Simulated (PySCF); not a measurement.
thionyl fluoride (F₂OS), singlet, at a GFN2-xTB geometry, with bond 4-2 at 1.8 times its length; CASSCF(10,8)/def2-SVP in PySCF.

Input for PySCF:
```python
from pyscf import gto, scf, mcscf
import numpy

mol = gto.Mole()
mol.atom = '''
    O     1.37207111   -0.13977988   -0.35265342
    S     0.19542235   -0.00076459    0.41128400
    F    -0.67460128    1.25689128   -0.25838311
    F    -1.76272088   -2.03569812   -0.61580091
'''
mol.basis = 'def2-svp'
mol.verbose = 4
mol.build()

mf = scf.RHF(mol)
mf.kernel()
mc = mcscf.CASSCF(mf, 8, 10)
mc.fix_spin_(ss=0.0)
mc.kernel()
occ = numpy.linalg.eigvalsh(mc.fcisolver.make_rdm1(mc.ci, mc.ncas, mc.nelecas))[::-1]
ss = mc.fcisolver.spin_square(mc.ci, mc.ncas, mc.nelecas)[0]
print('natural occupations', occ.round(4), ' <S^2>', round(ss, 4))
```

What the program printed (banner, timings and long lists left out):

```
PySCF version 2.14.0

[INPUT] verbose = 4
[INPUT] num. atoms = 4
[INPUT] num. electrons = 42
[INPUT] charge = 0
[INPUT] spin (= nelec alpha-beta = 2S) = 0
[INPUT] symmetry False subgroup None
[INPUT] Mole.unit = angstrom
[INPUT] Symbol           X                Y                Z      unit          X                Y                Z       unit  Magmom
[...]
nuclear repulsion = 157.083812481597
number of shells = 26
number of NR pGTOs = 108
number of NR cGTOs = 60
basis = def2-svp
ecp = {}

******** <class 'pyscf.scf.hf.RHF'> ********
method = RHF
initial guess = minao
damping factor = 0
level_shift factor = 0
DIIS = <class 'pyscf.scf.diis.CDIIS'>
diis_start_cycle = 1
diis_space = 8
diis_damp = 0
SCF conv_tol = 1e-09
SCF conv_tol_grad = None
SCF max_cycles = 50
direct_scf = True
direct_scf_tol = 1e-13
Set gradient conv threshold to 3.16228e-05
Initial guess from minao.
init E= -670.78472986252
[...]
cycle= 1 E= -670.357481023626  delta_E= 0.427  |g|= 1.06  |ddm|= 2.27
[...]
cycle= 2 E= -669.446816868808  delta_E= 0.911  |g|= 2.05  |ddm|= 2.81
[...]
cycle= 3 E= -670.54367656079  delta_E= -1.1  |g|= 0.547  |ddm|= 2.48
[...]
cycle= 4 E= -670.59990168003  delta_E= -0.0562  |g|= 0.209  |ddm|= 0.379
[...]
cycle= 5 E= -670.616464413619  delta_E= -0.0166  |g|= 0.0607  |ddm|= 0.323
[...]
cycle= 6 E= -670.618383341493  delta_E= -0.00192  |g|= 0.0597  |ddm|= 0.111
[...]
cycle= 7 E= -670.61971368883  delta_E= -0.00133  |g|= 0.0431  |ddm|= 0.082
[...]
cycle= 8 E= -670.620949173636  delta_E= -0.00124  |g|= 0.0108  |ddm|= 0.109
[...]
cycle= 9 E= -670.621269237804  delta_E= -0.00032  |g|= 0.0122  |ddm|= 0.0563
[...]
cycle= 10 E= -670.621395884815  delta_E= -0.000127  |g|= 0.00672  |ddm|= 0.0269
[...]
cycle= 11 E= -670.621557394188  delta_E= -0.000162  |g|= 0.00612  |ddm|= 0.0675
[...]
cycle= 12 E= -670.621576537226  delta_E= -1.91e-05  |g|= 0.00137  |ddm|= 0.0137
[...]
cycle= 13 E= -670.621581826044  delta_E= -5.29e-06  |g|= 0.000677  |ddm|= 0.0138
[...]
cycle= 14 E= -670.621582180641  delta_E= -3.55e-07  |g|= 0.000313  |ddm|= 0.00162
[...]
cycle= 15 E= -670.621582298103  delta_E= -1.17e-07  |g|= 0.000219  |ddm|= 0.00114
[...]
cycle= 16 E= -670.621582317272  delta_E= -1.92e-08  |g|= 6.44e-05  |ddm|= 0.000355
[...]
cycle= 17 E= -670.621582321305  delta_E= -4.03e-09  |g|= 3.38e-05  |ddm|= 0.000191
[...]
cycle= 18 E= -670.621582322316  delta_E= -1.01e-09  |g|= 1.03e-05  |ddm|= 0.000123
[...]
cycle= 19 E= -670.621582322434  delta_E= -1.18e-10  |g|= 6.77e-06  |ddm|= 3.56e-05
[...]
Extra cycle  E= -670.621582322439  delta_E= -5.23e-12  |g|= 6.03e-06  |ddm|= 1.03e-05
converged SCF energy = -670.621582322439

******** <class 'pyscf.mcscf.mc1step.CASSCF'> ********
CAS (5e+5e, 8o), ncore = 16, nvir = 36
max_cycle_macro = 50
max_cycle_micro = 4
conv_tol = 1e-07
conv_tol_grad = None
orbital rotation max_stepsize = 0.02
orbital rotation threshold for CI restart = 0.01
augmented hessian ah_max_cycle = 30
augmented hessian ah_conv_tol = 1e-12
augmented hessian ah_linear dependence = 1e-14
augmented hessian ah_level shift = 1e-08
augmented hessian ah_start_tol = 2.5
augmented hessian ah_start_cycle = 3
augmented hessian ah_grad_trust_region = 3
kf_trust_region = 3
kf_interval = 4
ci_response_space = 4
ci_grad_trust_region = 3
with_dep4 0
natorb = False
canonicalization = True
sorting_mo_energy = False
ao2mo_level = 2
internal_rotation = False
******** <class 'pyscf.fci.addons.SpinPenaltyFCISolver'> ********
max. cycles = 50
conv_tol = 1e-08
davidson only = True
linear dependence = 1e-12
level shift = 0.001
max iter space = 12
nroots = 1
pspace_size = 400
spin = None
CASCI E = -670.723637761208  S^2 = 0.0000000
Set conv_tol_grad to 0.000316228
macro iter   1 ( 21 JK    4 micro), CASSCF E = -670.784576033125  dE = -6.09382719e-02  S^2 = 0.0000000
               |grad[o]|= 0.42  |grad[c]|=0.0679  |ddm|=0.168  |maxRot[o]|=0.256
macro iter   2 ( 21 JK    4 micro), CASSCF E = -670.802608602727  dE = -1.80325696e-02  S^2 = 0.0000000
               |grad[o]|=0.134  |grad[c]|=0.039  |ddm|=0.0589  |maxRot[o]|=0.234
macro iter   3 ( 21 JK    4 micro), CASSCF E = -670.814557695477  dE = -1.19490928e-02  S^2 = 0.0000000
               |grad[o]|=0.0639  |grad[c]|=0.0872  |ddm|=0.0343  |maxRot[o]|=0.304
macro iter   4 ( 21 JK    4 micro), CASSCF E = -670.820999752375  dE = -6.44205690e-03  S^2 = 0.0000000
               |grad[o]|=0.0373  |grad[c]|=0.0389  |ddm|=0.0167  |maxRot[o]|=0.234
macro iter   5 ( 21 JK    4 micro), CASSCF E = -670.825219717112  dE = -4.21996474e-03  S^2 = 0.0000000
               |grad[o]|=0.0242  |grad[c]|=0.0164  |ddm|=0.00845  |maxRot[o]|=0.132
macro iter   6 ( 21 JK    4 micro), CASSCF E = -670.827591760394  dE = -2.37204328e-03  S^2 = 0.0000000
               |grad[o]|=0.0186  |grad[c]|=0.00792  |ddm|=0.00728  |maxRot[o]|=0.111
macro iter   7 ( 21 JK    4 micro), CASSCF E = -670.829941631258  dE = -2.34987086e-03  S^2 = 0.0000000
               |grad[o]|=0.0156  |grad[c]|=0.00752  |ddm|=0.00818  |maxRot[o]|=0.0738
macro iter   8 ( 21 JK    4 micro), CASSCF E = -670.832038767075  dE = -2.09713582e-03  S^2 = 0.0000000
               |grad[o]|=0.0142  |grad[c]|=0.00678  |ddm|=0.0101  |maxRot[o]|=0.101
macro iter   9 ( 12 JK    3 micro), CASSCF E = -670.834094482444  dE = -2.05571537e-03  S^2 = 0.0000000
               |grad[o]|=0.0128  |grad[c]|=0.00863  |ddm|=0.00972  |maxRot[o]|=0.0962
macro iter  10 (  7 JK    2 micro), CASSCF E = -670.834966586791  dE = -8.72104347e-04  S^2 = 0.0000000
               |grad[o]|=0.0106  |grad[c]|=0.00491  |ddm|=0.00985  |maxRot[o]|=0.0698
macro iter  11 (  7 JK    2 micro), CASSCF E = -670.835373556614  dE = -4.06969823e-04  S^2 = 0.0000000
               |grad[o]|=0.00758  |grad[c]|=0.00419  |ddm|=0.00793  |maxRot[o]|=0.0695
macro iter  12 (  7 JK    2 micro), CASSCF E = -670.835467962235  dE = -9.44056216e-05  S^2 = 0.0000000
               |grad[o]|=0.00556  |grad[c]|=0.00381  |ddm|=0.00103  |maxRot[o]|=0.0698
[...]
macro iter  22 (  7 JK    2 micro), CASSCF E = -670.837354453720  dE = -2.48667742e-04  S^2 = 0.0000000
               |grad[o]|=0.00406  |grad[c]|=0.0091  |ddm|=0.00153  |maxRot[o]|=0.0699
macro iter  23 (  7 JK    2 micro), CASSCF E = -670.837556293749  dE = -2.01840028e-04  S^2 = 0.0000000
               |grad[o]|=0.00385  |grad[c]|=0.0113  |ddm|=0.00234  |maxRot[o]|=0.0699
macro iter  24 ( 17 JK    4 micro), CASSCF E = -670.837426941091  dE =  1.29352657e-04  S^2 = 0.0000000
               |grad[o]|=0.00264  |grad[c]|=0.0358  |ddm|=0.00461  |maxRot[o]|=0.087
macro iter  25 ( 21 JK    4 micro), CASSCF E = -670.837585779677  dE = -1.58838586e-04  S^2 = 0.0000000
               |grad[o]|=0.00558  |grad[c]|=0.00177  |ddm|=0.00142  |maxRot[o]|=0.035
macro iter  26 (  7 JK    2 micro), CASSCF E = -670.837629370079  dE = -4.35904018e-05  S^2 = 0.0000000
               |grad[o]|=0.00148  |grad[c]|=0.00386  |ddm|=0.000624  |maxRot[o]|=0.0309
macro iter  27 ( 17 JK    4 micro), CASSCF E = -670.837615786493  dE =  1.35835862e-05  S^2 = 0.0000000
               |grad[o]|=0.00072  |grad[c]|=0.00937  |ddm|=0.000646  |maxRot[o]|=0.0848
macro iter  28 ( 21 JK    4 micro), CASSCF E = -670.837618505998  dE = -2.71950478e-06  S^2 = 0.0000000
               |grad[o]|=0.00129  |grad[c]|=0.00073  |ddm|=0.000104  |maxRot[o]|=0.00628
macro iter  29 ( 21 JK    4 micro), CASSCF E = -670.837619544835  dE = -1.03883690e-06  S^2 = 0.0000000
               |grad[o]|=0.000586  |grad[c]|=0.00169  |ddm|=0.000118  |maxRot[o]|=0.00629
macro iter  30 (  7 JK    2 micro), CASSCF E = -670.837623834131  dE = -4.28929695e-06  S^2 = 0.0000000
               |grad[o]|=0.000293  |grad[c]|=0.00154  |ddm|=0.00022  |maxRot[o]|=0.048
macro iter  31 ( 17 JK    4 micro), CASSCF E = -670.837614341493  dE =  9.49263881e-06  S^2 = 0.0000000
               |grad[o]|=0.000277  |grad[c]|=0.00658  |ddm|=0.000478  |maxRot[o]|=0.0892
macro iter  32 ( 21 JK    4 micro), CASSCF E = -670.837614964282  dE = -6.22789116e-07  S^2 = 0.0000000
               |grad[o]|=0.000671  |grad[c]|=0.000696  |ddm|=7.36e-05  |maxRot[o]|=0.00238
macro iter  33 (  7 JK    2 micro), CASSCF E = -670.837619146865  dE = -4.18258298e-06  S^2 = 0.0000000
               |grad[o]|=0.000337  |grad[c]|=0.000655  |ddm|=0.000121  |maxRot[o]|=0.0349
macro iter  34 (  7 JK    2 micro), CASSCF E = -670.837622551933  dE = -3.40506813e-06  S^2 = 0.0000000
               |grad[o]|=0.000206  |grad[c]|=0.00126  |ddm|=0.000229  |maxRot[o]|=0.0458
macro iter  35 (  5 JK    1 micro), CASSCF E = -670.837623493745  dE = -9.41812004e-07  S^2 = 0.0000000
               |grad[o]|=0.000145  |grad[c]|=0.000896  |ddm|=9.61e-05  |maxRot[o]|=0.0241
macro iter  36 ( 12 JK    3 micro), CASSCF E = -670.837621069481  dE =  2.42426415e-06  S^2 = 0.0000000
               |grad[o]|=0.000344  |grad[c]|=0.00192  |ddm|=0.000145  |maxRot[o]|=0.0435
macro iter  37 ( 18 JK    4 micro), CASSCF E = -670.837622100454  dE = -1.03097364e-06  S^2 = 0.0000000
               |grad[o]|=0.000562  |grad[c]|=0.00221  |ddm|=0.000305  |maxRot[o]|=0.0318
macro iter  38 ( 12 JK    3 micro), CASSCF E = -670.837627484892  dE = -5.38443749e-06  S^2 = 0.0000000
               |grad[o]|=0.000365  |grad[c]|=0.00264  |ddm|=0.000501  |maxRot[o]|=0.0487
macro iter  39 (  7 JK    2 micro), CASSCF E = -670.837638289834  dE = -1.08049419e-05  S^2 = 0.0000000
               |grad[o]|=0.00037  |grad[c]|=0.00126  |ddm|=0.000492  |maxRot[o]|=0.0458
macro iter  40 (  7 JK    2 micro), CASSCF E = -670.837658753015  dE = -2.04631817e-05  S^2 = 0.0000000
               |grad[o]|=0.000571  |grad[c]|=0.00101  |ddm|=0.000497  |maxRot[o]|=0.0595
macro iter  41 (  7 JK    2 micro), CASSCF E = -670.837691888298  dE = -3.31352829e-05  S^2 = 0.0000000
               |grad[o]|=0.000694  |grad[c]|=0.00101  |ddm|=0.000544  |maxRot[o]|=0.0645
macro iter  42 (  7 JK    2 micro), CASSCF E = -670.837742247000  dE = -5.03587019e-05  S^2 = 0.0000000
               |grad[o]|=0.00075  |grad[c]|=0.0023  |ddm|=0.000639  |maxRot[o]|=0.0671
macro iter  43 (  7 JK    2 micro), CASSCF E = -670.837813167600  dE = -7.09205997e-05  S^2 = 0.0000000
               |grad[o]|=0.000848  |grad[c]|=0.0035  |ddm|=0.000684  |maxRot[o]|=0.0685
macro iter  44 (  7 JK    2 micro), CASSCF E = -670.837905438864  dE = -9.22712638e-05  S^2 = 0.0000000
               |grad[o]|=0.000956  |grad[c]|=0.00387  |ddm|=0.00078  |maxRot[o]|=0.0691
macro iter  45 (  7 JK    2 micro), CASSCF E = -670.838015714136  dE = -1.10275272e-04  S^2 = 0.0000000
               |grad[o]|=0.00105  |grad[c]|=0.00303  |ddm|=0.000961  |maxRot[o]|=0.0695
macro iter  46 (  7 JK    2 micro), CASSCF E = -670.838136486606  dE = -1.20772470e-04  S^2 = 0.0000000
               |grad[o]|=0.00114  |grad[c]|=0.00133  |ddm|=0.00118  |maxRot[o]|=0.0697
macro iter  47 (  7 JK    2 micro), CASSCF E = -670.838257161662  dE = -1.20675056e-04  S^2 = 0.0000000
               |grad[o]|=0.0012  |grad[c]|=0.00234  |ddm|=0.00144  |maxRot[o]|=0.0697
macro iter  48 (  7 JK    2 micro), CASSCF E = -670.838365789521  dE = -1.08627859e-04  S^2 = 0.0000000
               |grad[o]|=0.00117  |grad[c]|=0.00509  |ddm|=0.00169  |maxRot[o]|=0.0698
macro iter  49 (  6 JK    2 micro), CASSCF E = -670.838429688426  dE = -6.38989048e-05  S^2 = 0.0000000
               |grad[o]|=0.00106  |grad[c]|=0.00395  |ddm|=0.00118  |maxRot[o]|=0.0499
macro iter  50 (  6 JK    2 micro), CASSCF E = -670.838474208492  dE = -4.45200660e-05  S^2 = 0.0000000
               |grad[o]|=0.000884  |grad[c]|=0.00418  |ddm|=0.00127  |maxRot[o]|=0.0483
1-step CASSCF not converged,  50 macro (575 JK 135 micro) steps
CASSCF canonicalization
Density matrix diagonal elements [1.97245829 1.9569904  1.97771082 1.99357379 1.2343528  0.79174055
 0.04296041 0.03021294]
CASSCF energy = -670.838474208492
CASCI E = -670.838474208492  E(CI) = -25.1103489463072  S^2 = 0.0000000
natural occupations [1.9975 1.9805 1.9739 1.9641 1.2819 0.7371 0.0369 0.0281]  <S^2> 0.0
```

Convergence was not reached.
